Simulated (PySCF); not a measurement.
# How methods differ on the ionisation energy of B⁺

B⁺ [He] 2s2 (1S) → B²⁺ [He] 2s1 (2S), as a difference of total energies. Computed with PySCF 2.14 in x2c-SVPall, with the spin-free X2C one-electron Hamiltonian (Gaussian nucleus). Correlated levels: valence: 1s2 frozen. The calculations carry no spin-orbit coupling.

```csv
method,ionisation energy (eV),error (eV)
UHF,23.267,-1.888
B3LYP,24.633,-0.522
M06-2X,24.639,-0.516
MP2 (valence),24.161,-0.994
SCS-MP2 (valence),24.340,-0.815
CCSD (valence),24.880,-0.275
```

Reference: 25.155 eV (measured; NIST Atomic Spectra Database, ionization energies).

Errors of the correlated levels include the incompleteness of this basis and the frozen core.

With two correlated electrons CCSD is exact in that space.

The coupled-cluster amplitudes are large for B⁺ (T1 above 0.03 or a double amplitude above 0.15), so a single reference is strained.
